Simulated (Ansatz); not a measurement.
Q: Name a neutral molecule of C, O, Se and H with size of the dipole moment (B3LYP/def2-TZVPP) between 1.55 and 1.85 D and zero-point energy (PBE0-D4/def2-TZVP) between 123 and 139 kJ/mol (Ansatz, PBE0-D4/def2-TZVP geometry).

A: `OC[SeH]` (1.62 D, 131.7 kJ/mol). Other molecules can fit too; these were computed, each in one conformer that needn't be the lowest.

B3LYP here is the variant with VWN-RPA as its local correlation; programs differ in this.
